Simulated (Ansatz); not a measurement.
Geometry optimisation, Ansatz, RKS CAM-B3LYP-D4/def2-SVP.

input.yaml

```yaml
crystal:
  periodic: [false, false, false]
  atoms:
    - { symbol: B, position_ang: [-0.86474, 1.32451, 0.51769] }
    - { symbol: Al, position_ang: [0.13583, -0.4056, 0.03637] }
    - { symbol: F, position_ang: [-0.15458, -1.79387, 0.90506] }
    - { symbol: S, position_ang: [1.6047, -0.76915, -1.57379] }
    - { symbol: H, position_ang: [-0.58045, 1.98385, 1.44637] }
    - { symbol: H, position_ang: [-1.78801, 1.71665, -0.09137] }
    - { symbol: H, position_ang: [1.55827, 0.51904, -1.90299] }
basis:
  gaussian: { orbitals: def2-SVP }
hamiltonian:
  xc: cam_b3lyp
  dispersion: d4
relax:
  f_tol: 0.015
  max_steps: 40
output:
  orbitals: {}
```

Launched with:

```bash
$ ansatz run input.yaml --threads 2 --pin off --max-ram 3072MiB --backend cpu --events-out ev --progress --plain --runs-dir out
```

Where does it end, and by what steps?

The run converged. The force dipped under the threshold on the way, but the program's further checks kept it going. After 11 steps the energy has fallen by 0.077 eV; H5 moved furthest, 0.20 Å.

```csv
step,energy less start (eV),largest force component (eV/Å),accepted
0,0.0000,0.803,yes
1,-0.0416,0.343,yes
2,-0.0719,0.259,yes
3,-0.0742,0.147,yes
4,-0.0728,0.161,no
5,-0.0757,0.032,yes
6,-0.0763,0.022,yes
7,-0.0766,0.018,yes
8,-0.0766,0.018,yes
9,-0.0762,0.067,no
10,-0.0767,0.013,yes
11,-0.0768,0.010,yes
```

```xyz
7
Properties=species:S:1:pos:R:3
B -0.872 1.323 0.518
Al 0.123 -0.471 0.037
F -0.221 -1.869 0.873
S 1.633 -0.726 -1.510
H -0.446 2.093 1.345
H -1.897 1.659 -0.023
H 1.591 0.567 -1.902
```

Whether the end is a true minimum wasn't checked by a vibrational analysis.

Time of the run: 20 s on 2 threads of Arm Neoverse V2, with other jobs on the host, peak memory 0.17 GiB.
